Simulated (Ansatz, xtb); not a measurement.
**Isomers of AlH5NOSb in order of energy**

5 gas-phase structures of AlH5NOSb, found in a search over its isomers (lower ones may exist). Each was relaxed with GFN2-xTB; where two conformers were screened, the lower at r2SCAN-D4/def2-SVP is listed:

A. a singlet given by its coordinates
B. a singlet given by its coordinates
C. `[NH2][AlH][O][SbH2]`, a singlet
D. `[NH2][SbH][O][AlH2]`, a singlet
E. `[OH][AlH][NH][SbH2]`, a singlet

B (Å):

```yaml
atoms:
  - { symbol: Al, position_ang: [-1.0388, 0.0197, 1.2561] }
  - { symbol: N, position_ang: [-0.8132, 1.6329, 0.2718] }
  - { symbol: O, position_ang: [-2.5220, -0.6896, 1.2517] }
  - { symbol: Sb, position_ang: [0.5002, 0.0620, -0.9327] }
  - { symbol: H, position_ang: [-3.3630, -1.1236, 1.2528] }
  - { symbol: H, position_ang: [-0.2418, 0.0301, 2.5585] }
  - { symbol: H, position_ang: [-0.2279, 2.3842, 0.6197] }
  - { symbol: H, position_ang: [-1.5204, 2.0642, -0.3138] }
  - { symbol: H, position_ang: [-0.9064, -0.1696, -1.9197] }
```

Close contacts (Å): Al1–N2 1.90, Al1–O3 1.64, Al1–Sb4 2.68, N2–Sb4 2.38, Al1–H6 1.53, N2–H7 1.01, N2–H8 1.01, O3–H5 0.95, Sb4–H9 1.73.

A (Å):

```xyz
9

Al   -0.9170   -0.0632   -0.0313
N     0.1770    1.4501   -0.7499
O     0.3350   -1.2261   -0.3097
Sb    1.9657    0.3195   -1.2918
H     0.4695   -2.1618   -0.1910
H    -0.2484    1.9240   -1.5432
H     0.3660    2.1684   -0.0550
H    -2.0874   -0.2230   -1.0296
H    -1.0928    0.2549    1.4722
```

Close contacts (Å): Al1–N2 2.00, Al1–O3 1.73, Al1–Sb4 3.17, N2–Sb4 2.18, O3–Sb4 2.45, Al1–H8 1.55, Al1–H9 1.55, N2–H6 1.02, N2–H7 1.02, O3–H5 0.95.

Task: Estimate their order in r2SCAN-D4/def2-SVP energy at these geometries, lowest first.

Result: Calculated order at r2SCAN-D4/def2-SVP: B (0.0), C (3.9), E (9.6), A (19.8), D (27.4) kcal/mol.

Energies above the lowest of each column, in kcal/mol; the last columns are at B3LYP-D3(BJ)/def2-SVP geometries and were run for some of them only (a dash: not run or not comparable):

| structure | GFN2-xTB | HF/STO-3G | r2SCAN-D4/def2-SVP | B3LYP-D3(BJ)/def2-SVP | CCSD(T)/def2-SVP + ΔMP2/def2-TZVPP |
| --- | --- | --- | --- | --- | --- |
| B | 9.5 | 14.6 | 0.0 | 0.0 | 0.0 |
| C | 2.9 | 3.5 | 3.9 | 4.1 | 1.7 |
| E | 10.5 | 13.4 | 9.6 | 9.1 | – |
| A | 0.0 | 0.0 | 19.8 | – | – |
| D | 3.1 | 22.4 | 27.4 | – | – |

CCSD(T)/def2-SVP + ΔMP2/def2-TZVPP puts B lowest of those it was run on; GFN2-xTB picks A, HF/STO-3G picks A. Some further structures that were screened fall inside this span and aren't listed. Flexible structures stand in one conformer each, not always the lowest. Frequencies (B3LYP-D3(BJ)/def2-SVP) were run for B, C alone. Atoms past krypton carry core potentials in the def2 sets, without spin–orbit terms. ΔMP2 is the change of the MP2 energy from the smaller to the larger basis.

Over these structures GFN2-xTB departs from r2SCAN-D4/def2-SVP by 12.1 kcal/mol on average once a common shift is removed. A GFN2-xTB relaxation took about 0.35 s and the r2SCAN-D4/def2-SVP energy about 1.8 s on a shared host (Ansatz 0.2.0, xtb 6.7.1).
